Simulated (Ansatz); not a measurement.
Coupled-cluster diagnostics for Si(NCO)2Me2 (C4H6N2O2Si), Ansatz.

Geometry of the singlet (PBE-D4/def2-SVP):

```tsv
atom	x (Å)	y (Å)	z (Å)
Si1	-0.0492	0.0882	0.0243
N2	0.7522	-0.2596	-1.4763
C3	1.3477	-0.6097	-2.4687
O4	1.9253	-0.9368	-3.4475
N5	0.1215	-1.3100	1.0397
C6	0.2951	-2.3394	1.6497
O7	0.4570	-3.3391	2.2607
C8	-1.8663	0.3698	-0.3142
H9	-2.4142	0.5629	0.6304
H10	-2.3159	-0.5185	-0.8007
H11	-2.0083	1.2419	-0.9843
C12	0.8049	1.5356	0.8433
H13	0.7422	2.4391	0.2035
H14	1.8753	1.3094	1.0202
H15	0.3328	1.7662	1.8199
```

Correlated methods freeze 13 core orbitals.

(1) Estimate the CCSD(T) correlation energy, the shares of MP2 and (T), T1 and the reference's ⟨S²⟩ for: charge 0, singlet, own geometry in def2-SVP; and the rough time on 4 threads of Intel Xeon on a shared host.

## Answers

(1) 
| state | basis | correlation (eV) | MP2 share (%) | (T) share (%) | T1 | ⟨S²⟩ (pure) | wall time |
| --- | --- | --- | --- | --- | --- | --- | --- |
| charge 0, singlet, own geometry | def2-SVP | -37.578 | 93.8 | 3.7 | 0.016 | 0.00 (0.00) | 65 s |
Customary marks for T1 are 0.02 (closed shells), 0.045 (open shells) and about 0.05 (3d metals). T1 stays under 0.02 throughout.
